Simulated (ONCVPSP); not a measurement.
## Pseudopotential generation for Hf (Z = 72): ONCV, PBE, scalar-relativistic.

| Item | Value |
| --- | --- |
| Element | hafnium |
| Generator | ONCVPSP 4.0.1 |
| Type | optimised norm-conserving Vanderbilt (ONCV) |
| Functional | PBE |
| Relativity | scalar-relativistic |
| Frozen core | [Kr] 4d10 4f14 |
| Valence charge | 12 |
| Reference configuration | 5s2 5p6 5d2 6s2 |
| Partial waves | 5s+6s: rc 1.85 bohr, ncon 4, nbas 9, qcut 8.5 1/bohr, 2 projectors; 5p: rc 1.90 bohr, ncon 4, nbas 9, qcut 6.2 1/bohr, 2 projectors, debl 1.7 Ha; 5d: rc 3.20 bohr, ncon 4, nbas 9, qcut 5 1/bohr, 2 projectors, debl 1.1 Ha |
| Local potential | polynomial inside 1.55 bohr (lpopt 5, dvloc0 4 Ha) |
| Core correction | none |

All-electron outer shells of the reference configuration (PBE, scalar-relativistic, ld1.x):

```csv
shell,level (eV),outermost node (bohr),outermost maximum (bohr)
5s,-67.02,0.55,1.01
5p,-35.57,0.60,1.16
4f,-16.83,–,0.45
6s,-5.11,1.37,2.89
5d,-2.69,0.67,1.69
```

Calculated quality:

```
Cutoffs needed      : 21 Ha and 25 Ha (the cutoffs (Ha) at which the residual kinetic energy of the hardest occupied pseudo-wave falls to 1 and 0.1 mHa per electron)
Ghost test          : no bound ghost flagged; no localised positive-energy state flagged
Configuration tests : 1 of 4 tests not solved or not reliable
```

Generation and tests took about 5.9 s on one core of a shared server CPU.
